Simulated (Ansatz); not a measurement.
Single points on Si(vinyl)(OMe)3 (C₅H₁₂O₃Si).

```yaml
crystal:
  periodic: [false, false, false]
  atoms:
    - {symbol: Si, position_ang: [-0.039261, -0.201816, 0.106499]}
    - {symbol: C, position_ang: [0.078927, -0.053104, 1.956431]}
    - {symbol: C, position_ang: [1.216505, -0.277644, 2.645801]}
    - {symbol: H, position_ang: [-0.829471, 0.239220, 2.516870]}
    - {symbol: H, position_ang: [2.145108, -0.571040, 2.127379]}
    - {symbol: H, position_ang: [1.267743, -0.184541, 3.745028]}
    - {symbol: O, position_ang: [1.488240, -0.608792, -0.417898]}
    - {symbol: C, position_ang: [1.787948, -1.000349, -1.747015]}
    - {symbol: H, position_ang: [1.115186, -1.813718, -2.097245]}
    - {symbol: H, position_ang: [2.833969, -1.368295, -1.780195]}
    - {symbol: H, position_ang: [1.697214, -0.148238, -2.458197]}
    - {symbol: O, position_ang: [-0.624215, 1.215690, -0.574636]}
    - {symbol: C, position_ang: [-0.096312, 2.502025, -0.315651]}
    - {symbol: H, position_ang: [-0.012681, 2.715302, 0.775209]}
    - {symbol: H, position_ang: [-0.770141, 3.261485, -0.764036]}
    - {symbol: H, position_ang: [0.915687, 2.633428, -0.762319]}
    - {symbol: O, position_ang: [-1.079441, -1.382095, -0.442848]}
    - {symbol: C, position_ang: [-2.480701, -1.255401, -0.593293]}
    - {symbol: H, position_ang: [-3.011861, -1.414375, 0.373254]}
    - {symbol: H, position_ang: [-2.834669, -2.031092, -1.304135]}
    - {symbol: H, position_ang: [-2.767785, -0.256640, -0.988992]}
basis:
  gaussian: {orbitals: def2-TZVP, initial_orbitals: start.molden}
magnetization: {spin_polarized: true, initial_magnetization: 2}
hamiltonian: {xc: pbe, dispersion: d4}
scf: {omitted_lower_state_checks: [starts]}
output: {orbitals: {seedname: orbitals}}
```

The file start.molden holds the orbitals of an earlier run on this structure, at another level or in another basis.

```sh
$ ansatz run in.yaml --threads 2 --pin off --events-out ev --progress --plain --max-ram 32768MiB --backend cuda --devices 0, --max-vram 18GiB
```

Output, abridged:

```
Functional definition: PBE
2133 factors; their error is unknown
mean field evaluation 1: about -19384.5568 eV, gradient 9.7e0 eV
mean field evaluation 2: about -19384.7882 eV, gradient 4.0e-1 eV
mean field evaluation 4: about -19384.7335 eV, gradient 1.1e-1 eV
mean field evaluation 8: about -19384.7336 eV, gradient 1.6e-5 eV
mean field -19384.73357175 eV, -712.3758193176 hartree, gradient 1.6e-5 eV, S^2 2.006305; 0 other end points of the search recorded, 0 dependent functions left out
reference -19384.73363384 eV, -712.3758215992 hartree; 41, 39 occupied and 316, 318 virtual orbitals, 2133 factors
Total energy: -19385.25199537 eV, -712.3948710341 hartree
Checks for a lower state left out: starts
```

Hardware: 2 threads of AMD EPYC 7R13 on a shared host and a share (18 GiB) of an NVIDIA H100 80GB HBM3. Wall time 14 s, peak host memory 0.92 GiB.

As the first input, with `hamiltonian: {xc: r2scan, dispersion: d4}` (abridged; 14 s):

```
Functional definition: r2SCAN
mean field -19396.13110571 eV, -712.7946709650 hartree, gradient 2.1e-5 eV, S^2 2.011795
Total energy: -19396.27893772 eV, -712.8001036913 hartree
Checks for a lower state left out: starts
```

First input, but with `gaussian: {orbitals: def2-TZVP}`, `hamiltonian: {xc: pbe0, dispersion: d4}` (abridged; 14 s):

```
Functional definition: PBE0
mean field evaluation 16: about -19386.4140 eV, gradient 4.3e-3 eV
mean field -19386.41402280 eV, -712.4375747545 hartree, gradient 5.6e-5 eV, S^2 2.008318
Total energy: -19386.86067236 eV, -712.4539888232 hartree
Checks for a lower state left out: starts
```

Geometry: PBE-D4/def2-SVP, that of the neutral singlet.

At PBE0-D4/def2-TZVP a singlet of charge 0 lies 3.97 eV below the triplet at the same geometry.
